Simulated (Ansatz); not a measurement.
Reaction 4 R1 + R2 → 4 P1 + P2, each structure at its B3LYP-D3(BJ)/def2-TZVP stationary point, reached from a drawn start (curvature not checked).
P1, HCl (SMILES Cl) (charge 0, multiplicity 1):
```xyz
2

Cl     0.000     0.000     0.641
H      0.000     0.000    -0.641
```
R1, HF (SMILES F) (charge 0, multiplicity 1):
```
atom   x (Å)   y (Å)    z (Å)
----  ------  ------  -------
F     0.0000  0.0000   0.4622
H     0.0000  0.0000  -0.4622
```
R2, SiCl4 (SMILES Cl[Si](Cl)(Cl)Cl) (charge 0, multiplicity 1):
```xyz
5

Si     0.000     0.000     0.000
Cl     1.173     1.173     1.173
Cl     1.173    -1.173    -1.173
Cl    -1.173     1.173    -1.173
Cl    -1.173    -1.173     1.173
```
P2: SiF4 (SMILES F[Si](F)(F)F), charge 0, multiplicity 1.

P less R. No zero-point or thermal terms.

The values were computed with Ansatz (an electronic-structure program). All values are computed, each at the level named.

Q: One of these levels gives -56.37 kcal/mol for the reaction energy. Name it.
(A) BLYP/def2-TZVPP
(B) HF/cc-pV(Q+d)Z
(C) SVWN5/def2-TZVPP

A: A, BLYP/def2-TZVPP. The others give -69.85 (HF/cc-pV(Q+d)Z), -45.77 (SVWN5/def2-TZVPP)
